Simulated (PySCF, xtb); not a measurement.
C₂H₁₁NSi₂, SMILES [SiH3]N([SiH2]C)C. One conformer was computed; it need not be the lowest.

Harmonic wavenumbers (cm⁻¹) from xtb with GFN2-xTB at its own minimum, in rising order: 35, 82, 113, 141, 183, 219, 240, 325, 474, 554, 563, 597, 625, 704, 753, 755, 775, 794, 810, 823, 847, 943, 1098, 1153, 1177, 1372, 1428, 1490, 1494, 1506, 1509, 2152, 2185, 2220, 2262, 2309, 2917, 2986, 3010, 3035, 3035, 3048.

### Question
What does PySCF with PBE0-D3(BJ)/def2-SVP give at its own minimum? (The exact figures need the calculation; the answer reports its results.)

### Answer
17, 57, 103, 150, 160, 226, 248, 279, 493, 547, 669, 694, 707, 747, 764, 880, 913, 923, 938, 951, 959, 995, 1130, 1175, 1214, 1262, 1425, 1429, 1451, 1467, 1484, 2191, 2195, 2210, 2238, 2257, 3011, 3056, 3087, 3116, 3159, 3167. Paired by order, the mean absolute difference is 57 cm⁻¹ and the zero-point energies are 75.4 and 77.4 kcal/mol.
